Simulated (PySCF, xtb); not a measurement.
CH7Cl2NSi2, SMILES N([Si@H](Cl)[SiH2]Cl)C. The values are those of a single conformer.

Harmonic wavenumbers (cm⁻¹) from GFN2-xTB in xtb at its own minimum, in rising order: 18, 47, 75, 125, 133, 155, 201, 327, 381, 415, 466, 501, 525, 574, 603, 665, 691, 798, 808, 1065, 1109, 1153, 1355, 1422, 1487, 1498, 2198, 2217, 2231, 2917, 2989, 3031, 3444.

What does PBE0-D3(BJ)/def2-SVP (PySCF) give at its own minimum? (The exact figures need the calculation; the answer reports its results.)

43, 65, 76, 93, 140, 152, 250, 334, 421, 451, 505, 523, 551, 685, 715, 783, 832, 866, 929, 1102, 1138, 1185, 1403, 1451, 1460, 1496, 2237, 2247, 2261, 3025, 3109, 3141, 3630. Paired by order, the mean absolute difference is 55 cm⁻¹ and the zero-point energies are 50.9 and 53.3 kcal/mol.
